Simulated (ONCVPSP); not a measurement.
Plane-wave convergence, ONCV potential for nickel (Ni)

- Element: nickel
- Generator: ONCVPSP 4.0.1
- Type: optimised norm-conserving Vanderbilt (ONCV)
- Functional: BLYP
- Relativity: scalar-relativistic
- Frozen core: [Ar]
- Valence charge: 10
- Reference configuration: 3d8 4s1.75 (charge +0.25)
- Partial waves: 4s: rc 2.40 bohr, ncon 4, nbas 8, qcut 2.4 1/bohr, 1 projector; p scattering state at 0.16 Ha: rc 2.40 bohr, ncon 5, nbas 9, qcut 3 1/bohr, 2 projectors, debl 3.5 Ha; 3d: rc 0.80 bohr, ncon 4, nbas 8, qcut 11.4 1/bohr, 1 projector
- Local potential: polynomial inside 0.70 bohr (lpopt 5, dvloc0 6 Ha)
- Core correction: polynomial model core, fcfact 0.7

In the p channel the program set the typed energies aside and used 0.050, 3.550 Ha.

Question: For each optimised wave give the share of its norm inside rc, the residual kinetic energy above qcut (Ha) and the cutoffs (Ha) for errors of 10, 1, 0.1 and 0.01 mHa per electron.

Answer:

```tsv
wave	norm inside rc	residual KE	10 mHa	1 mHa	0.1 mHa	0.01 mHa
4s	0.434	4.7e-03	2.2	11.2	28.4	34.1
p projector 1	0.069	1.9e-04	0.8	1.7	5.6	32.7
p projector 2	0.146	7.3e-02	7.9	24.7	48.4	55.9
3d	0.449	5.4e-02	194.1	356.7	451.8	633.7
```

The occupied waves need 357 Ha and 452 Ha for 1 and 0.1 mHa. Note: ghosts flagged at negative energy: s at -187.1 eV; GHOST(+) flagged for p at 68.3 eV. A true bound ghost makes a file unfit for plane-wave use.
